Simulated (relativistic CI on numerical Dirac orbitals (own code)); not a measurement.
## One change at a time: Co XXII

Base calculation: Dirac-Coulomb-Breit CI, KLI orbitals optimised for each configuration, a model potential for QED, unscaled Slater integrals.

CI space (outside the closed core 1s2): 2s²2p², 2s2p³, 2p⁴, 2p³3s, 2p³3p, 2p³3d, 2s²2p3s, 2s²2p3p, 2s²2p3d, 2s2p²3s, 2s2p²3p, 2s2p²3d, 2s²2p4s, 2s²2p4p, 2s²2p4d, 2s²2p4f. Levels of other configurations are missing.

Variants: (1) QED terms removed; (2) Breit term removed. Shifts of the energy above 2s²2p² ³P0, in cm⁻¹, for the lowest level and the first level of each name with at least 55 % of one term (blank where a level changes its place among those of its configuration and J or its character, or is not in the variant):

```csv
Level,Base,Δ(1),Δ(2)
2s²2p² ³P0,0,0,0
2s²2p² ³P1,90160,-287,+3339
2s²2p² ³P2,138810,-334,+6693
2s²2p² ¹D2,283570,-533,+8190
2s²2p² ¹S0,416362,-362,+5410
2s2p³ ⁵S°2,526803,+3709,+3879
2s2p³ ³D°1,836552,+3807,+1320
2s2p³ ³D°2,838568,+3762,+2389
2s2p³ ³D°3,871597,+3637,+7625
2s2p³ ³P°0,991032,+3639,+1893
2s2p³ ³P°1,1002211,+3597,+3795
2s2p³ ³P°2,1023952,+3525,+5882
2s2p³ ³S°1,1181299,+3764,+2905
2s2p³ ¹D°2,1223194,+3573,+6355
```

At this charge energies of transitions that change n are usually good to better than 1 %, and those within a shell (Δn = 0) to a few per cent.

Ionisation energy from the two ground configurations alone: base 1846.79 eV; Breit term removed 1847.97 eV. The NIST ASD value (semi-empirical) is 1844 eV.

LS names give the leading component of a level, which can be under half, so a name can repeat, a term be missing and a line seem to break the LS rules.
